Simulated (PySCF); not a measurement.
C2H9N3Si, SMILES C/C=N/[SiH](N)N.

The structure is a stationary point at PBE0-D3(BJ)/def2-SVP. The structure was generated by enumeration; whether it is a known compound was not checked. Other conformers were not sampled.

Level of theory: r2SCAN/def2-TZVP (PySCF).

Gas-phase values at a fixed geometry.

```json
{
 "total_energy": "-535.39474 hartree",
 "highest_occupied_level": "-5.53 eV",
 "lowest_empty_level": "-1.15 eV",
 "orbital_gap": "4.39 eV",
 "dipole_moment": "0.83 D",
 "quadrupole, principal values (traceless, Buckingham form, about the centre of nuclear charge)": "-8.95, 3.61, 5.34 D·Å",
 "mean_static_polarisability": "75.0 bohr³ (11.11 Å³)",
 "polarisability_principal_values": "61.9, 67.0, 96.0 bohr³"
}
```
